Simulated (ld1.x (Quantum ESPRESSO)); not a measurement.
# S (Z = 16): one change to a TM potential, before and after

| Property | Result |
| --- | --- |
| Element | S (Z = 16) |
| Generator | ld1.x (Quantum ESPRESSO) 7.5 |
| Type | norm-conserving Troullier–Martins (Kleinman–Bylander form) |
| Functional | LDA (PZ) |
| Relativity | scalar-relativistic |
| Frozen core | [Ne] |
| Valence charge | 6 |
| Reference configuration | 3s2 3p4 |
| Partial waves | 3p (bound): rc 1.75 bohr; 3s (bound): rc 1.00 bohr |
| Local potential | the s channel |
| Core correction | Bessel-smoothed model core inside 0.90 bohr |

All-electron outer shells of the reference configuration (LDA (PZ), scalar-relativistic, ld1.x):

```
shell  level (eV)  outermost node (bohr)  outermost maximum (bohr)
   2s     -210.79                   0.13                      0.39
   2p     -156.52                      –                      0.33
   3s      -17.28                   0.60                      1.40
   3p       -7.11                   0.58                      1.59
```

Change: all radii but the core radius scaled by about 0.84 (s 0.84, p 1.46 bohr).

Cutoffs: the cutoffs (Ry, on a coarse ladder) from which the occupation-weighted sum of valence levels, in a spherical-Bessel basis at the reference potential, stays within 10 and 1 mRy of its value at 400 Ry; they do not see the model core or the augmentation charge, which bear on the density cutoff. Errors are all-electron minus pseudo energies relative to the spin-unpolarised reference configuration.

**Question.** What does the change do?

**Answer.** The s channel binds one level more than in the base; of the 9 tests that both files solve, the error grows in 8 and shrinks in 0 by more than 15 % and 0.3 meV (median size 9.4 → 12.6 meV); neither file shows a bound ghost. That the errors move this way runs against the usual rule that smaller radii transfer better.

| quantity | base | changed |
| --- | --- | --- |
| cutoff, loose | 90 Ry | 300 Ry |
| cutoff, tight | 230 Ry | over 300 Ry |
| loose cutoff by channel (10 mRy a level) | p 10 Ry, s 70 Ry | p 10 Ry, s 300 Ry |
| bound ghosts | none | none |
| error for 3s2 3p3, meV [ΔE 11.86 eV] | +5.1 | +8.8 |
| error for 3s2 3p2, meV [ΔE 34.24 eV] | +36 | +59 |
| error for 3s2 3p1, meV [ΔE 68.39 eV] | +120 | +198 |
| error for 3s2 3p3.5, meV [ΔE 4.71 eV] | +0.7 | +1.5 |
| error for 3s1 3p4, meV [ΔE 22.66 eV] | +3.8 | +13 |
| error for 3s2 3p4.3, meV [ΔE -1.74 eV] | +0.4 | +0.5 |
| error for 3s2 3p0, meV [ΔE 115.38 eV] | +290 | +479 |
| error for 3s2 3p4 (spin-polarised), meV [ΔE -0.71 eV] | +9.4 | +12 |
| error for 3s2 3p3 (spin-polarised), meV [ΔE 9.90 eV] | +31 | +45 |
